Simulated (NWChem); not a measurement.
CH3ISe; SMILES C[Se]I

This build's default masses of Se (78.918 u) and Br (79.917 u) are each other's, which moves their modes by up to 0.6 %. def2 effective core potentials on I; no spin-orbit coupling.

Problem. Give the equilibrium geometry at PBE0/def2-SVP with def2 effective core potentials on I (NWChem) as a list of bonds and angles, with the point group.

Solution. point group Cs; any orientation.
Bonded distances (Å): Se1–I2 2.529, Se1–C3 1.941, C3–H4 1.101, C3–H5 1.097, C3–H6 1.097. Angles (°): I2–Se1–C3 98.9, Se1–C3–H4 104.9, Se1–C3–H5 110.9, Se1–C3–H6 110.9, H4–C3–H5 109.4, H4–C3–H6 109.4, H5–C3–H6 111.0.
